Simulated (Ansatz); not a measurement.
Program: Ansatz. Geometries: PBE0-D4/def2-TZVP. ΔE: electronic, gas phase. CCSD(T)/CBS is the MP2 limit (def2-TZVPP, def2-QZVPP) plus CCSD(T) − MP2 in def2-TZVPP, frozen cores. DFT in def2-TZVPP. def2 core potentials past Kr. For Br, Sb outer-core shells are correlated without core-valence functions, which leaves a few kJ/mol of doubt a bond. Scalar relativity is left out up to krypton. One conformer a species, not always the lowest.

`ClC[SiH2][SbH2]` + HBr → `ClC[SiH2]Br` + `[SbH3]`  (cleavage of the Si–Sb bond)

| level | ΔE (kJ/mol) |
| --- | --- |
| PBE-D4 | -49.2 |
| ωB97X-V | -61.5 |
| r2SCAN | -60.1 |
| CCSD/def2-TZVPP | -60.9 |

Q: What does CCSD(T)/CBS give? (An estimate is asked.)

A: The calculation gave: -56.2 kJ/mol. The listed levels differ from it by 7.0, -5.3, -3.9, -4.7 kJ/mol.

Largest T1 diagnostic among the species: 0.014.

From PBE to PBE0 (25 % exact exchange), in def2-TZVPP and without D4, ΔE moves by −4.0 kJ/mol. In def2-TZVPP, CCSD(T) changes the Hartree–Fock value by +19.4 kJ/mol (the triples alone add +2.7 kJ/mol) and MP2 by +19.1 kJ/mol. The D4 term adds +5.0 kJ/mol with B3LYP and +3.1 kJ/mol with PBE0; it sums over pairs of atoms, weighted by their polarisabilities, and B3LYP, whose exchange is more repulsive, gets the larger term.

B3LYP here is the variant with VWN-RPA as its local correlation; programs differ in this.
